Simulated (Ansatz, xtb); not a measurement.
Relative energy of two isomers of C5H5FN2

Structure X is `C=Cc1nc[nH]c1F`, a singlet and structure Y is `C/C=C1\N=CN=C1F`, a singlet. Both are isolated molecules in the gas phase, relaxed with r2SCAN-D4/def2-SVP, each in the lowest conformer that the search found.

Quicker runs give these differences E(Y) − E(X): GFN2-xTB +40.05 kJ/mol; HF/STO-3G +1.57 kJ/mol (at GFN2-xTB geometries); r2SCAN-D4/def2-SVP//GFN2-xTB +16.20 kJ/mol.

Task: Estimate E(Y) − E(X) at the level CCSD(T)/def2-SVP + ΔMP2/def2-TZVPP.

Result: Calculated at CCSD(T)/def2-SVP + ΔMP2/def2-TZVPP: E(Y) − E(X) = +6.26 kJ/mol, so structure X lies lower.

The same difference at several levels:

```tsv
level	geometry	E(Y) − E(X) (kJ/mol)	departure from the last row (kJ/mol)	job, with rough time for the two
GFN2-xTB	GFN2-xTB	+40.05	+33.79	optimisation, 0.15 s
HF/STO-3G	GFN2-xTB	+1.57	−4.69	single point, 0.6 s
r2SCAN-D4/def2-SVP//GFN2-xTB	GFN2-xTB	+16.20	+9.93	single point, 7.5 s
r2SCAN-D4/def2-SVP	r2SCAN-D4/def2-SVP	+16.17	+9.91	optimisation, 56 s
HF/def2-SVP	r2SCAN-D4/def2-SVP	+4.61	−1.66	part of the CCSD(T) run
MP2/def2-SVP	r2SCAN-D4/def2-SVP	+20.61	+14.35	part of the CCSD(T) run
CCSD(T)/def2-SVP	r2SCAN-D4/def2-SVP	+10.80	+4.53	single point
CCSD(T)/def2-SVP + ΔMP2/def2-TZVPP	r2SCAN-D4/def2-SVP	+6.26		single point, 3.1 min
```

As drawn, Y has 1 C–C, 2 C–N, 2 C=N, 1 C–H in place of 4 C∷N, 1 C∷C, 1 N–H (∷ is an aromatic bond). Structure X has a 5-membered ring (with an aromatic ring), Y a 5-membered ring.

HF/STO-3G finds them nearly level. The largest departure from CCSD(T)/def2-SVP + ΔMP2/def2-TZVPP is that of GFN2-xTB, 33.79 kJ/mol. The last row adds to CCSD(T) the change of the MP2 difference between the two basis sets, here −4.53 kJ/mol.

With thermal terms from frequencies at re-optimised GFN2-xTB minima (ideal gas, soft modes damped towards free rotors, one conformer each, 298.15 K, 1 atm): on the last row, ΔE + ΔZPE = +4.88, ΔH = +5.47, ΔG = +3.83 kJ/mol.

The correlated steps freeze 8 core orbitals. Codes used: Ansatz 0.2.0, xtb 6.7.1; the last row on 2 threads of Arm Neoverse V1 on a shared host.
